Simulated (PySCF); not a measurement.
Isomers of C8H16.

All values: PBE0/pcSseg-1 (PySCF) at GFN2-xTB geometries, gas phase, one conformer each. Dipoles and anisotropies that the point group forbids are given as zero.

**Question.** Rank by HOMO energy, lowest first.
A. `[CH3:1][CH2:2][C@H:3]([CH3:4])[CH:5]=[C:6]([CH3:7])[CH3:8]` with C1–C2–C3–C4 -175°, C2–C3–C5–C6 -118° (2,4-dimethyl-2-hexene)
B. `[CH3:1][CH2:2][C@@H:3]([CH3:4])[CH2:5][CH:6]1[CH2:7][CH2:8]1` with C1–C2–C3–C4 71°, C2–C3–C5–C6 75°, C3–C5–C6–C7 150°
C. `[CH2:1]=[C:2]([CH3:3])[C:4]([CH3:5])([CH3:6])[CH2:7][CH3:8]` with C1–C2–C4–C5 -118°, C2–C4–C7–C8 -57°
D. `[CH2:1]=[CH:2][CH2:3][C:4]([CH3:5])([CH3:6])[CH2:7][CH3:8]` with C1–C2–C3–C4 115°, C2–C3–C4–C5 -62°, C3–C4–C7–C8 57°
E. `[CH3:1][CH:2]([CH3:3])[CH:4]1[CH2:5][CH2:6][CH2:7][CH2:8]1` with C1–C2–C4–C5 -176°, C2–C4–C5–C6 -158°, C4–C5–C6–C7 43°, C5–C6–C7–C8 -35°, C6–C7–C8–C4 14°
F. `[CH3:1][C@H:2]1[CH2:3][CH2:4][C@H:5]([CH3:6])[CH2:7][CH2:8]1` with C1–C2–C3–C4 180°, C2–C3–C4–C5 -58°, C3–C4–C5–C6 180°, C4–C5–C7–C8 -57° (trans-1,4-dimethylcyclohexane)

**Answer.** E (-8.56 eV), F (-8.15 eV), B (-7.81 eV), D (-7.34 eV), C (-7.08 eV), A (-6.69 eV).

**Question.** Rank by LUMO energy, highest first.
A. `[CH2:1]=[CH:2][CH2:3][C:4]([CH3:5])([CH3:6])[CH2:7][CH3:8]` with C1–C2–C3–C4 115°, C2–C3–C4–C5 -62°, C3–C4–C7–C8 57° (4,4-dimethyl-1-hexene)
B. `[CH3:1][CH2:2][C@@H:3]([CH3:4])[CH2:5][CH:6]1[CH2:7][CH2:8]1` with C1–C2–C3–C4 71°, C2–C3–C5–C6 75°, C3–C5–C6–C7 150°
C. `[CH2:1]=[C:2]([CH3:3])[C:4]([CH3:5])([CH3:6])[CH2:7][CH3:8]` with C1–C2–C4–C5 -118°, C2–C4–C7–C8 -57° (2,3,3-trimethyl-1-pentene)
D. `[CH2:1]1[CH2:2][CH2:3][CH2:4][CH2:5][CH2:6][CH2:7][CH2:8]1` with C8–C1–C2–C3 -66°, C1–C2–C3–C4 -43°, C2–C3–C4–C5 102°, C3–C4–C5–C6 -69°
E. `[CH3:1][CH2:2][C@H:3]([CH3:4])[CH:5]=[C:6]([CH3:7])[CH3:8]` with C1–C2–C3–C4 -175°, C2–C3–C5–C6 -118°

**Answer.** B (1.57 eV), D (1.42 eV), E (0.83 eV), C (0.67 eV), A (0.46 eV).

All values together:

```csv
SMILES,μ (D),HOMO (eV),LUMO (eV),lowest IAO charge (e),highest IAO charge (e),lowest Hirshfeld charge (e),highest Hirshfeld charge (e)
C=C(C)C(C)(C)CC,0.47,-7.08,0.67,-0.420 (C),+0.145 (H),-0.121 (C),+0.044 (H)
C=CCC(C)(C)CC,0.36,-7.34,0.46,-0.418 (C),+0.148 (H),-0.123 (C),+0.043 (H)
CC(C)C1CCCC1,0.07,-8.56,1.41,-0.417 (C),+0.136 (H),-0.119 (C),+0.038 (H)
C=CCCCC(C)C,0.43,-7.35,0.56,-0.418 (C),+0.148 (H),-0.119 (C),+0.043 (H)
CC1(C)CCCCC1,0.09,-8.15,1.38,-0.416 (C),+0.134 (H),-0.120 (C),+0.037 (H)
C[C@H]1CC[C@H](C)CC1,0.00,-8.15,1.62,-0.417 (C),+0.136 (H),-0.119 (C),+0.038 (H)
CCC1CCCCC1,0.04,-8.13,1.56,-0.416 (C),+0.140 (H),-0.119 (C),+0.040 (H)
C=CC[C@@H](C)C(C)C,0.43,-7.32,0.54,-0.418 (C),+0.148 (H),-0.123 (C),+0.043 (H)
C=C[C@H](C)CCCC,0.30,-7.37,0.52,-0.416 (C),+0.148 (H),-0.118 (C),+0.043 (H)
CC[C@H](C)C=C(C)C,0.36,-6.69,0.83,-0.425 (C),+0.146 (H),-0.122 (C),+0.044 (H)
C1CCCCCCC1,0.04,-8.09,1.42,-0.258 (C),+0.134 (H),-0.069 (C),+0.037 (H)
CC[C@@H](C)CC1CC1,0.11,-7.81,1.57,-0.417 (C),+0.147 (H),-0.120 (C),+0.044 (H)
```

Conformers: `[CH2:1]=[C:2]([CH3:3])[C:4]([CH3:5])([CH3:6])[CH2:7][CH3:8]` with C1–C2–C4–C5 -118°, C2–C4–C7–C8 -57°; `[CH2:1]=[CH:2][CH2:3][C:4]([CH3:5])([CH3:6])[CH2:7][CH3:8]` with C1–C2–C3–C4 115°, C2–C3–C4–C5 -62°, C3–C4–C7–C8 57°; `[CH3:1][CH:2]([CH3:3])[CH:4]1[CH2:5][CH2:6][CH2:7][CH2:8]1` with C1–C2–C4–C5 -176°, C2–C4–C5–C6 -158°, C4–C5–C6–C7 43°, C5–C6–C7–C8 -35°, C6–C7–C8–C4 14°; `[CH2:1]=[CH:2][CH2:3][CH2:4][CH2:5][CH:6]([CH3:7])[CH3:8]` with C1–C2–C3–C4 -118°, C2–C3–C4–C5 180°, C3–C4–C5–C6 174°, C4–C5–C6–C7 -174°; `[CH3:1][C:2]1([CH3:3])[CH2:4][CH2:5][CH2:6][CH2:7][CH2:8]1` with C1–C2–C4–C5 172°, C2–C4–C5–C6 -56°, C4–C5–C6–C7 57°, C5–C6–C7–C8 -57°; `[CH3:1][C@H:2]1[CH2:3][CH2:4][C@H:5]([CH3:6])[CH2:7][CH2:8]1` with C1–C2–C3–C4 180°, C2–C3–C4–C5 -58°, C3–C4–C5–C6 180°, C4–C5–C7–C8 -57°; `[CH3:1][CH2:2][CH:3]1[CH2:4][CH2:5][CH2:6][CH2:7][CH2:8]1` with C1–C2–C3–C4 170°, C2–C3–C4–C5 180°, C3–C4–C5–C6 -58°, C4–C5–C6–C7 58°, C5–C6–C7–C8 -58°; `[CH2:1]=[CH:2][CH2:3][C@@H:4]([CH3:5])[CH:6]([CH3:7])[CH3:8]` with C1–C2–C3–C4 -124°, C2–C3–C4–C5 68°, C3–C4–C6–C7 -51°; `[CH2:1]=[CH:2][C@H:3]([CH3:4])[CH2:5][CH2:6][CH2:7][CH3:8]` with C1–C2–C3–C4 -116°, C2–C3–C5–C6 -64°, C3–C5–C6–C7 -178°, C5–C6–C7–C8 179°; `[CH3:1][CH2:2][C@H:3]([CH3:4])[CH:5]=[C:6]([CH3:7])[CH3:8]` with C1–C2–C3–C4 -175°, C2–C3–C5–C6 -118°; `[CH2:1]1[CH2:2][CH2:3][CH2:4][CH2:5][CH2:6][CH2:7][CH2:8]1` with C8–C1–C2–C3 -66°, C1–C2–C3–C4 -43°, C2–C3–C4–C5 102°, C3–C4–C5–C6 -69°; `[CH3:1][CH2:2][C@@H:3]([CH3:4])[CH2:5][CH:6]1[CH2:7][CH2:8]1` with C1–C2–C3–C4 71°, C2–C3–C5–C6 75°, C3–C5–C6–C7 150°.
